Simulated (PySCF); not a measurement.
SiOF2, SMILES F[Si](=O)F. Atoms are numbered in the order given.

```xyz
4

Si     0.0000     0.0000     0.1307
O      0.0000     0.0000     1.6353
F      0.0000     1.2436    -0.8284
F      0.0000    -1.2436    -0.8284
```

Geometry: B3LYP-D3(BJ)/def2-TZVP.

All values below come from PBE/pcSseg-2 (PySCF).

GIAO shieldings, no solvent; atoms alike by connectivity are averaged. δ = σ(ref) − σ: ²⁹Si against TMS (σ = 324.1 ppm); ¹⁷O against H2O (σ = 327.5 ppm); ¹⁹F against CFCl3 (σ = 132.0 ppm), references at their B3LYP-D3(BJ)/def2-TZVP geometries, non-relativistic.

```csv
atoms,nucleus,count,δ (ppm)
Si1,²⁹Si,1,-62.7
O2,¹⁷O,1,136.4
"F3, F4",¹⁹F,2,?
```

### Question
Fill in the missing entries. (Estimate from the structure and the level; the computed values follow.)

### Answer

- F3, F4, δ (ppm): -170.4
